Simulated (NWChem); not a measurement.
System: CH4Cl2OSi; SMILES OC[SiH](Cl)Cl

NWChem input:

```
start job
memory heap 200 mb stack 900 mb global 1100 mb
geometry units angstroms noautosym nocenter noautoz
  O     -0.877086     2.450378     0.116923
  C     -1.204668     1.179337    -0.435821
  Si    -0.087499    -0.073823     0.433093
  Cl    -0.703463    -1.970167    -0.148956
  Cl     1.882625     0.220361    -0.121793
  H     -1.359144     3.135268    -0.371300
  H     -1.033447     1.130123    -1.522631
  H     -2.256891     0.900921    -0.257656
  H     -0.161476     0.002126     1.904761
end
basis spherical
  O library 6-31g*
  C library 6-31g*
  Si library 6-31g*
  Cl library 6-31g*
  H library 6-31g*
end
dft
  xc hfexch
  iterations 150
  mulliken
end
task dft energy
esp
  recalculate
  probe 0.07
  range 0.3
  factor 1.0
  spacing 0.02
end
task esp
```

Parts of the log:

```
             Northwest Computational Chemistry Package (NWChem) 7.3.0
             --------------------------------------------------------

                             Geometry "geometry" -> ""
                             -------------------------

 Output coordinates in angstroms (scale by  1.889725989 to convert to a.u.)

  No.       Tag          Charge          X              Y              Z
 ---- ---------------- ---------- -------------- -------------- --------------
    1 O                    8.0000    -0.87708600     2.45037800     0.11692300
    2 C                    6.0000    -1.20466800     1.17933700    -0.43582100
    3 Si                  14.0000    -0.08749900    -0.07382300     0.43309300
    4 Cl                  17.0000    -0.70346300    -1.97016700    -0.14895600
    5 Cl                  17.0000     1.88262500     0.22036100    -0.12179300
    6 H                    1.0000    -1.35914400     3.13526800    -0.37130000
    7 H                    1.0000    -1.03344700     1.13012300    -1.52263100
    8 H                    1.0000    -2.25689100     0.90092100    -0.25765600
    9 H                    1.0000    -0.16147600     0.00212600     1.90476100

 Effective nuclear repulsion energy (a.u.)     352.9729791457

  xc_inp: hfexch multiplicative factor not found.

                                 NWChem DFT Module
                                 -----------------

 Summary of "ao basis" -> "ao basis" (spherical)
 ------------------------------------------------------------------------------
       Tag                 Description            Shells   Functions and Types
 ---------------- ------------------------------  ------  ---------------------
 O                           6-31g*                  6       14   3s2p1d
 C                           6-31g*                  6       14   3s2p1d
 Si                          6-31g*                  8       18   4s3p1d
 Cl                          6-31g*                  8       18   4s3p1d
 H                           6-31g*                  2        2   2s

            General Information
            -------------------
          SCF calculation type: DFT
          Wavefunction type:  closed shell.
          No. of atoms     :     9
          No. of electrons :    66
           Alpha electrons :    33
            Beta electrons :    33
          Charge           :     0
          Spin multiplicity:     1
          Use of symmetry is: off; symmetry adaption is: off
          Maximum number of iterations: 150
          AO basis - number of functions:    90
                     number of shells:    44
          Convergence on energy requested:  1.00D-06
          Convergence on density requested:  1.00D-05
          Convergence on gradient requested:  5.00D-04

              XC Information
              --------------
                     Hartree-Fock (Exact) Exchange  1.000

      Superposition of Atomic Density Guess
      -------------------------------------

 Sum of atomic energies:       -1322.12600949

      Non-variational initial energy
      ------------------------------

 Total energy =   -1323.782449
 1-e energy   =   -2529.830708
 2-e energy   =     853.075281
 HOMO         =      -0.327552
 LUMO         =       0.056857

     ---------------------------------------------
      Total Density - Mulliken Population Analysis
     ---------------------------------------------

    Atom       Charge   Shell Charges
 -----------   ------   -------------------------------------------------------
    1 O    8     8.86   2.00  0.93  3.05  0.93  1.95  0.02
    2 C    6     6.26   2.00  0.70  1.83  0.63  1.06  0.05
    3 Si  14    12.94   2.00  2.00  5.97  0.93  1.35  0.22  0.30  0.18
    4 Cl  17    17.43   2.00  2.00  5.98  1.37  3.71  0.57  1.78  0.01
    5 Cl  17    17.42   2.00  2.00  5.98  1.38  3.71  0.57  1.77  0.01
    6 H    1     0.46   0.36  0.10
    7 H    1     0.79   0.47  0.32
    8 H    1     0.79   0.47  0.32
    9 H    1     1.04   0.47  0.57

   convergence    iter        energy       DeltaE   RMS-Dens  Diis-err
 ---------------- ----- ----------------- --------- --------- ---------
 d= 0,ls=0.0,diis     1  -1322.9450772394 -1.68D+03  8.04D-03  4.98D-01
 d= 0,ls=0.0,diis     2  -1323.0080061249 -6.29D-02  2.55D-03  1.11D-01
 d= 0,ls=0.0,diis     3  -1323.0206369478 -1.26D-02  7.91D-04  5.15D-03
 d= 0,ls=0.0,diis     4  -1323.0215100168 -8.73D-04  2.26D-04  3.33D-04
 d= 0,ls=0.0,diis     5  -1323.0215684047 -5.84D-05  6.69D-05  2.06D-05
  Resetting Diis
 d= 0,ls=0.0,diis     6  -1323.0215734745 -5.07D-06  2.65D-05  1.50D-06
 d= 0,ls=0.0,diis     7  -1323.0215740136 -5.39D-07  4.80D-06  9.28D-08

         Total DFT energy =    -1323.021574013631
      One electron energy =    -2532.122824277624
           Coulomb energy =      946.597832936247
    Exchange-Corr. energy =      -90.469561817987
 Nuclear repulsion energy =      352.972979145734

 Numeric. integr. density =        0.000000000000

                       DFT Final Molecular Orbital Analysis
                       ------------------------------------

 Vector   31  Occ=2.000000D+00  E=-4.730495D-01
              MO Center= -3.0D-01,  5.7D-01, -1.6D-01, r^2= 5.4D+00
   Bfn.  Coefficient  Atom+Function         Bfn.  Coefficient  Atom+Function
  ----- ------------  ---------------      ----- ------------  ---------------
    73      0.338987  5 Cl pz                 5      0.268925  1 O  pz
     3     -0.257757  1 O  px                54      0.224050  4 Cl py
     9      0.221412  1 O  pz                 7     -0.218958  1 O  px
    53     -0.214296  4 Cl px                77      0.193265  5 Cl pz
    55     -0.174672  4 Cl pz                19     -0.162709  2 C  pz

 Vector   32  Occ=2.000000D+00  E=-4.600939D-01
              MO Center=  7.4D-01, -6.6D-01, -1.1D-01, r^2= 4.1D+00
   Bfn.  Coefficient  Atom+Function         Bfn.  Coefficient  Atom+Function
  ----- ------------  ---------------      ----- ------------  ---------------
    72      0.521296  5 Cl py                53      0.462482  4 Cl px
    76      0.294929  5 Cl py                57      0.263899  4 Cl px
    68     -0.201174  5 Cl py                49     -0.178516  4 Cl px
    73      0.173418  5 Cl pz                55     -0.113474  4 Cl pz
    77      0.096708  5 Cl pz                71      0.076634  5 Cl px

 Vector   33  Occ=2.000000D+00  E=-4.417795D-01
              MO Center= -6.9D-02,  1.6D-01,  5.9D-02, r^2= 4.5D+00
   Bfn.  Coefficient  Atom+Function         Bfn.  Coefficient  Atom+Function
  ----- ------------  ---------------      ----- ------------  ---------------
    73      0.310986  5 Cl pz                55      0.253597  4 Cl pz
    17      0.213778  2 C  px                90     -0.194234  9 H  s
    37     -0.184908  3 Si pz                77      0.184534  5 Cl pz
    54     -0.173148  4 Cl py                71      0.163749  5 Cl px
    72     -0.152642  5 Cl py                18     -0.148767  2 C  py

 Vector   34  Occ=0.000000D+00  E= 1.394532D-01
              MO Center= -2.8D-01,  2.7D-01,  3.6D-01, r^2= 5.8D+00
   Bfn.  Coefficient  Atom+Function         Bfn.  Coefficient  Atom+Function
  ----- ------------  ---------------      ----- ------------  ---------------
    40      1.225712  3 Si py                56      0.916467  4 Cl s
    38     -0.691412  3 Si s                 58      0.545455  4 Cl py
     6     -0.506721  1 O  s                 84      0.434801  6 H  s
    36      0.362280  3 Si py                41      0.331677  3 Si pz
    76     -0.293647  5 Cl py                57      0.229608  4 Cl px

[...]

                     NWChem Electrostatic Potential Fit Module
                     -----------------------------------------

 Atom parameters

 Number of atoms is                                    9
 Number of basis functions is                         90

 Grid parameters

 Maximum number of grid points is                  40194
 Number of grid points is                          40193
 Grid range                                     0.300000 nm
 Grid spacing                                   0.020000 nm
 Probe radius                                   0.070000 nm
 Atom radius factor                             1.000000

 Atomic radii

    1    0.100000
    6    0.147000
    8    0.136000
   14    0.187000
   17    0.169000
 FASTESP  F
  using M.O. file = ./job.movecs

    Atom              Coordinates                           Charge

                                                  ESP

    1 O    -0.087709    0.245038    0.011692   -0.711916
    2 C    -0.120467    0.117934   -0.043582    0.261979
    3 Si   -0.008750   -0.007382    0.043309    0.734491
    4 Cl   -0.070346   -0.197017   -0.014896   -0.307248
    5 Cl    0.188263    0.022036   -0.012179   -0.267701
    6 H    -0.135914    0.313527   -0.037130    0.434282
    7 H    -0.103345    0.113012   -0.152263   -0.016064
    8 H    -0.225689    0.090092   -0.025766   -0.024261
    9 H    -0.016148    0.000213    0.190476   -0.103563
                                            ------------
                                               -0.000000

 Dipole moment                                  1.277460

 Quadrupole moment Qxx                         -1.662737
                   Qyy                         -7.036301
                   Qzz                          8.699038

 RMS deviation kJ/mol                           0.068447

 RRMS %                                        25.586184
```

Level: Hartree-Fock/6-31G* (spherical d). Geometry: optimised at B3LYP/6-31G* (spherical d).
